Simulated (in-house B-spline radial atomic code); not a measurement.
Ionising Pt7+ with different functionals

Computed with a B-spline radial code for spherical atoms: four-component Dirac-Coulomb Hamiltonian, Fermi nucleus of rms radius 5.427 fm, spin-restricted, spherical fractional occupations for the functionals. The ionisation energy is the difference of two self-consistent energies, [Xe] 4f14 5d3 → [Xe] 4f14 5d2, without Breit or QED terms; ε is the level of the shell that loses the electron (mean over j). The electron is taken from both j subshells in proportion to 2j + 1, so the result is a j average, not the step between ground levels.

Hybrids are left out here: with spherical fractional occupations of an open shell their exact exchange keeps a self-interaction that integer-occupation calculations don't have.

```
           method  rung  ΔSCF (eV)  -ε(5d) (eV)
         LDA VWN5   LDA     108.44        99.96
 relativistic LDA   LDA     108.44        99.96
         LDA PW92   LDA          ?            ?
LDA exchange-only   LDA          ?            ?
              PBE   GGA     108.07        99.60
           PBEsol   GGA     108.11        99.64
             BLYP   GGA     107.95        99.47
             RPBE   GGA     107.98        99.52
             PW91   GGA     108.18        99.71
             BP86   GGA     108.16        99.70
             AM05   GGA     108.14        99.67
             OLYP   GGA     108.36        99.87
```

Question: What does LDA exchange-only give?

Answer: ΔSCF 106.63 eV, and -ε(5d) = 98.16 eV.

Question: What does LDA PW92 give?

Answer: ΔSCF 108.43 eV, and -ε(5d) = 99.95 eV.

Question: How do they compare with the NIST value?

Answer: NIST lists 109 eV ± 2.1 (tabulated theory, ground level to ground level). Errors run from -2.37 to -0.56 eV; all lie within about twice that uncertainty, so the table can't rank the methods.
